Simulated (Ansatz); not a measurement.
Reaction (redistribution): `F[SiH](F)[SiH](Cl)Cl` + `F[SiH2][O][GeH3]` → `F[SiH2][SiH](F)F` + `Cl[SiH](Cl)[O][GeH3]`

Calculated with Ansatz (gas phase, PBE0-D4/def2-TZVP geometries, no zero-point term in ΔE). CCSD(T)/CBS is the MP2 limit (def2-TZVPP, def2-QZVPP) plus CCSD(T) − MP2 in def2-TZVPP, frozen cores. DFT in def2-TZVPP. B3LYP here is the variant with VWN-RPA as its local correlation; programs differ in this. HSE06 is defined as in plane-wave codes. For Ge outer-core shells are correlated without core-valence functions, which leaves a few kJ/mol of doubt a bond. Scalar relativity is left out up to krypton. One conformer a species, not always the lowest.

```json
{"level": "PBE0-D4", "ΔE (kJ/mol)": "2.9", "difference from CCSD(T)/CBS": "0.0"}
{"level": "HSE06-D4", "ΔE (kJ/mol)": "3.0", "difference from CCSD(T)/CBS": "0.1"}
{"level": "CAM-B3LYP-D4", "ΔE (kJ/mol)": "2.2", "difference from CCSD(T)/CBS": "-0.7"}
{"level": "ωB97M-V", "ΔE (kJ/mol)": "1.8", "difference from CCSD(T)/CBS": "-1.1"}
{"level": "B2PLYP", "ΔE (kJ/mol)": "3.6", "difference from CCSD(T)/CBS": "0.7"}
{"level": "PBE", "ΔE (kJ/mol)": "3.5", "difference from CCSD(T)/CBS": "0.6"}
{"level": "BLYP", "ΔE (kJ/mol)": "4.3", "difference from CCSD(T)/CBS": "1.4"}
{"level": "r2SCAN", "ΔE (kJ/mol)": "2.7", "difference from CCSD(T)/CBS": "-0.2"}
{"level": "B3LYP", "ΔE (kJ/mol)": "3.9", "difference from CCSD(T)/CBS": "1.0"}
{"level": "r2SCAN0", "ΔE (kJ/mol)": "3.1", "difference from CCSD(T)/CBS": "0.2"}
{"level": "HSE06", "ΔE (kJ/mol)": "3.5", "difference from CCSD(T)/CBS": "0.6"}
{"level": "BHLYP", "ΔE (kJ/mol)": "3.7", "difference from CCSD(T)/CBS": "0.8"}
{"level": "CCSD/def2-TZVPP", "ΔE (kJ/mol)": "2.8", "difference from CCSD(T)/CBS": "-0.1"}
{"level": "SCS-MP2/def2-QZVPP", "ΔE (kJ/mol)": "3.5", "difference from CCSD(T)/CBS": "0.6"}
{"level": "HF/CBS(def2)", "ΔE (kJ/mol)": "3.8", "difference from CCSD(T)/CBS": "0.9"}
{"level": "MP2/CBS(def2)", "ΔE (kJ/mol)": "3.3", "difference from CCSD(T)/CBS": "0.4"}
{"level": "CCSD(T)/CBS", "ΔE (kJ/mol)": "2.9", "difference from CCSD(T)/CBS": "0"}
```

Largest T1 diagnostic among the species: 0.012.

Leaving LDA and LC-ωPBE aside and taking each functional with its dispersion term where it has one, the values, not all of them listed here, spread over 2.4 kJ/mol, from ωB97X-V to B2PLYP.
